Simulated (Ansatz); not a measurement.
`C[N](C)[Zr]([OH])([N](C)C)[N](C)C` + HCl → `C[N](C)[Zr]([Cl])([N](C)C)[N](C)C` + H₂O  (ligand exchange at a Zr–O bond)

Gas-phase electronic energies from Ansatz, PBE0-D4/def2-TZVP geometries. CCSD(T)/CBS adds triple-zeta CCSD(T) − MP2 to the extrapolated MP2 energy (def2 sets, frozen cores). This one scheme is used for every species. DFT in def2-TZVPP. def2 core potentials past Kr. For Zr outer-core shells are correlated without core-valence functions, which leaves a few kJ/mol of doubt a bond. One conformer a species, not always the lowest.

```
                            species  B97M-V energy (Eh)
`C[N](C)[Zr]([OH])([N](C)C)[N](C)C`          -526.91516
                                HCl          -460.69783
`C[N](C)[Zr]([Cl])([N](C)C)[N](C)C`          -911.20286
                                H₂O           -76.43622
```

Task: Work out ΔE.

Result: ΔE = (-911.20286) + (-76.43622) − (-526.91516) − (-460.69783) = -0.02609 Eh = -68.5 kJ/mol. CCSD(T)/CBS gives -69.6 kJ/mol.

Largest T1 diagnostic among the species: 0.015.

In def2-TZVPP, CCSD(T) changes the Hartree–Fock value by −3.7 kJ/mol (the triples alone add −2.7 kJ/mol) and MP2 by −10.7 kJ/mol. Leaving LDA and LC-ωPBE aside and taking each functional with its dispersion term where it has one, the values, not all of them listed here, spread over 14.8 kJ/mol, from PBE-QIDH to CAM-B3LYP-D4.
